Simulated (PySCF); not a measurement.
Run record: geometry optimisation, `Cl[Te](Cl)(Cl)Cl`.

Computed with PBE0-D3(BJ)/def2-SVP geometry optimisation, gas phase, def2 core potentials past Kr (PySCF 2.14.0). Start geometry: GFN2-xTB. A driver script takes a list of jobs; this job's settings line and coordinates (Å) are shown.

Input:
```
{"job": {"xc": "PBE0", "basis": "def2-SVP", "d3": "d3bj", "grid": 1, "maxiter": 40, "kind": "geom"}, "charge": 0, "multiplicity": 1}
Te    -0.562740    -0.385760    -0.005940
Cl    -0.278530    -0.229200     2.422660
Cl    -0.282650    -0.150060    -2.428290
Cl     1.616810    -1.158900    -0.020070
Cl    -0.492890     1.923920     0.031640
```

Output:
```
step   0  E = -2107.69145282  max force = 0.012164
step   1  E = -2107.69344552  max force = 0.004316
step   2  E = -2107.69409991  max force = 0.005382
step   3  E = -2107.69478364  max force = 0.002043
step   4  E = -2107.69511706  max force = 0.002881
step   5  E = -2107.69518606  max force = 0.000672
step   6  E = -2107.69519125  max force = 0.000357
optimisation converged
```

Energies in Eh; «max force» is the largest Cartesian gradient component in Eh/bohr.

**Question.** Give the first gradient maximum in eV/Å.

**Answer.** With 1 Eh/bohr = 51.422 eV/Å, 0.625 eV/Å.

In short: final energy -2107.69519 Eh after 6 steps; dipole 1.35 D.

**Question.** Give the final coordinates.

**Answer.** 0.192 Å rms from the input after alignment:
```
atom  x, y, z in Å
Te1   -0.5176   -0.3292   -0.0073
Cl2   -0.4828   -0.3405    2.4373
Cl3   -0.4589   -0.2756   -2.4510
Cl4    1.7082   -1.0515   -0.0070
Cl5   -0.2489    1.9968    0.0279
```

**Question.** How long does this job take on one thread of an x86-64 server, no GPU, shared host?

**Answer.** About 24 s.
Labels such as C1 count atoms from 1, the log's own numbers from 0.
